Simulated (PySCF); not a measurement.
C4H5, SMILES [CH](C)C#C, multiplicity 2. Atoms are numbered in the order given.

```xyz
9

C     -0.2298     1.9815     0.0000
C      0.1520     0.8103     0.0000
C      0.5660    -0.5030     0.0000
C     -0.3666    -1.6745     0.0000
H     -0.5572     3.0035     0.0000
H      1.6445    -0.7012     0.0000
H     -0.1990    -2.3163    -0.8845
H     -0.1990    -2.3163     0.8845
H     -1.4185    -1.3557     0.0000
```
Charge 0, spin multiplicity 2.

The structure is a stationary point at B3LYP-D3(BJ)/def2-SVP.

Two levels are set side by side: PBE/pcH-1 (PySCF) and PBE0/pcH-1 (PySCF). Contact hyperfine couplings, same geometry. Differences are taken from unrounded values.

```json
[
 {"quantity": "A(iso) of 13C, atom C1 (MHz)", "PBE0": "51.6"},
 {"quantity": "A(iso) of 13C, atom C2 (MHz)", "PBE0": "-76.8"},
 {"quantity": "A(iso) of 13C, atom C3 (MHz)", "PBE0": "74.6"},
 {"quantity": "A(iso) of 13C, atom C4 (MHz)", "PBE0": "-32.4"},
 {"quantity": "A(iso) of 1H, atom H5 (MHz)", "PBE0": "-47.7"},
 {"quantity": "A(iso) of 1H, atom H6 (MHz)", "PBE0": "-59.1"},
 {"quantity": "A(iso) of 1H, atom H7 (MHz)", "PBE0": "81.8"},
 {"quantity": "A(iso) of 1H, atom H8 (MHz)", "PBE0": "81.8"},
 {"quantity": "A(iso) of 1H, atom H9 (MHz)", "PBE0": "2.7"}
]
```

Task: What does PBE give, and how far is it from PBE0? (The exact figures need the calculation; the answer reports its results.)

Result: 
| quantity | PBE | PBE minus PBE0 |
|---|---|---|
| A(iso) of 13C, atom C1 (MHz) | 35.1 | -16.5 |
| A(iso) of 13C, atom C2 (MHz) | -56.8 | 19.9 |
| A(iso) of 13C, atom C3 (MHz) | 54.7 | -20.0 |
| A(iso) of 13C, atom C4 (MHz) | -25.8 | 6.5 |
| A(iso) of 1H, atom H5 (MHz) | -38.3 | 9.5 |
| A(iso) of 1H, atom H6 (MHz) | -47.5 | 11.6 |
| A(iso) of 1H, atom H7 (MHz) | 82.4 | 0.6 |
| A(iso) of 1H, atom H8 (MHz) | 82.4 | 0.6 |
| A(iso) of 1H, atom H9 (MHz) | 1.4 | -1.3 |

Rough cost on one machine, each run with all the roots and properties that it gave: PBE0 against PBE within a factor of 2.
